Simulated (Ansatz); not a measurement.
```yaml
crystal:
  periodic: [false, false, false]
  atoms:
    - {symbol: Bi, position_ang: [0.622268, -0.217117, 0.404197]}
    - {symbol: F, position_ang: [-1.173077, -0.015371, 1.304980]}
    - {symbol: F, position_ang: [0.585536, 1.556848, -0.558464]}
    - {symbol: F, position_ang: [-0.034727, -1.324360, -1.150713]}
basis:
  gaussian: {orbitals: def2-SVPD}
magnetization: {spin_polarized: true, initial_magnetization: 0}
hamiltonian: {xc: {name: rPW86-PBE}}
```

```sh
$ ansatz run in.yaml --threads 4 --pin off --events-out ev --progress --plain --max-ram 3916MiB
```

It prints (some lines left out):

```
Functional definition: rPW86-PBE
883 factors; their error is unknown
mean field evaluation 1: about -13997.0148 eV, gradient 5.3e1 eV
mean field evaluation 2: about -13885.7831 eV, gradient 1.8e2 eV
mean field evaluation 4: about -14006.9292 eV, gradient 4.0e0 eV
mean field evaluation 8: about -14007.0148 eV, gradient 1.2e-1 eV
mean field evaluation 16: about -14006.9903 eV, gradient 1.5e-5 eV
mean field -14006.99029710 eV, -514.7473991395 hartree, gradient 1.5e-5 eV, S^2 0.000000; 0 other end points of the search recorded, 0 dependent functions left out
reference -14006.99039875 eV, -514.7474028751 hartree; 25, 25 occupied and 76, 76 virtual orbitals, 883 factors
Total energy: -14006.99039875 eV, -514.7474028751 hartree
```

It took 3.2 s on 4 threads of Arm Neoverse V1 on a shared host.

In the def2 sets Bi takes a core potential; there is no spin–orbit coupling.
